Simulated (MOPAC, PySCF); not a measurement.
H4SSi, SMILES `S[SiH3]`, neutral singlet in the gas phase. 

Cartesian coordinates (Å):
```xyz
6

Si    -0.5336     0.0321    -0.0031
S      1.3952    -0.9048    -0.1571
H     -0.7056     1.0932    -1.0203
H     -0.7477     0.6187     1.3387
H     -1.5028    -1.0576    -0.2396
H      2.0945     0.2184     0.0813
```
Charge 0, multiplicity 1.

All levels are single points at this geometry (B3LYP-D3(BJ)/def2-TZVP); Pople sets use spherical d functions. Orbital energies aren't observables, and empty levels follow the basis.

```
level                            HOMO (eV)  LUMO (eV)  gap (eV)  dipole (D)  vertical IE, Delta-SCF (eV)
-------------------------------  ---------  ---------  --------  ----------  ---------------------------
B3LYP-D3(BJ)/def2-TZVP in PySCF      -7.24      -0.16      7.08        1.05                            –
B3LYP/3-21G in PySCF                 -7.18      -0.08      7.09        1.91                            –
B3LYP/LANL2DZ in PySCF               -7.16      -0.08      7.09        1.89                            –
BP86/6-31G* in PySCF                 -6.25      -0.73      5.51        1.41                            –
M06-2X/6-31G* in PySCF               -8.53       0.90      9.44        1.56                            –
PBE/6-31G* in PySCF                  -6.14      -0.69      5.45        1.41                         9.67
HF/6-31G* in PySCF                  -10.28       3.25     13.53        1.64                         8.92
PM3 in MOPAC                         -9.22      -1.51      7.71        1.88                            –
PM7 in MOPAC                         -9.51      -0.84      8.67        1.89                            –
```
